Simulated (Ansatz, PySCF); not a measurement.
Energy difference R1 → P1, each structure at its B3LYP-D3(BJ)/def2-TZVP stationary point, reached from a drawn start; harmonic modes at that level show minima.
R1, C3H4 (SMILES C#CC) (charge 0, multiplicity 1):
```json
[
 {"atom": "C", "x (Å)": "-0.9378", "y (Å)": "-0.0919", "z (Å)": "-0.1248"},
 {"atom": "C", "x (Å)": "0.4968", "y (Å)": "0.0487", "z (Å)": "0.0661"},
 {"atom": "C", "x (Å)": "1.6803", "y (Å)": "0.1646", "z (Å)": "0.2235"},
 {"atom": "H", "x (Å)": "-1.1656", "y (Å)": "-0.9655", "z (Å)": "-0.7387"},
 {"atom": "H", "x (Å)": "-1.3529", "y (Å)": "0.7872", "z (Å)": "-0.6219"},
 {"atom": "H", "x (Å)": "-1.4487", "y (Å)": "-0.2103", "z (Å)": "0.8329"},
 {"atom": "H", "x (Å)": "2.7280", "y (Å)": "0.2672", "z (Å)": "0.3629"}
]
```
P1, C3H4 (SMILES C1=CC1) (charge 0, multiplicity 1):
```xyz
7

C     -0.5665     0.6645     0.0979
C     -0.6289    -0.6091    -0.0746
C      0.7611    -0.0353    -0.0148
H     -1.0627     1.6085     0.2328
H     -1.2152    -1.5029    -0.1884
H      1.3681    -0.1857     0.8766
H      1.3443     0.0600    -0.9295
```

P less R. No zero-point or thermal terms.

Frozen-core correlation throughout.

Codes used: Ansatz (a program for electronic structure); PySCF for the D3/D4 terms. No computed number here is a measurement.

```
level                     reaction energy (kJ/mol)
------------------------  ------------------------
HF/cc-pVDZ                                   108.7
SVWN5/def2-TZVPP                              70.8
BLYP-D3(BJ)/def2-TZVPP                       101.5
revPBE-D3(BJ)/def2-TZVPP                      81.4
r2SCAN-D4/def2-TZVPP                          87.4
B97M-V/def2-TZVPP                             85.9
PBE0-D4/def2-TZVPP                            79.1
wB97X-V/def2-TZVPP                      (withheld)
MP2/cc-pVQZ                             (withheld)
```

Q: Some entries are withheld; supply them.

A: 
- wB97X-V/def2-TZVPP, reaction energy (kJ/mol): 83.1
- MP2/cc-pVQZ, reaction energy (kJ/mol): 99.5
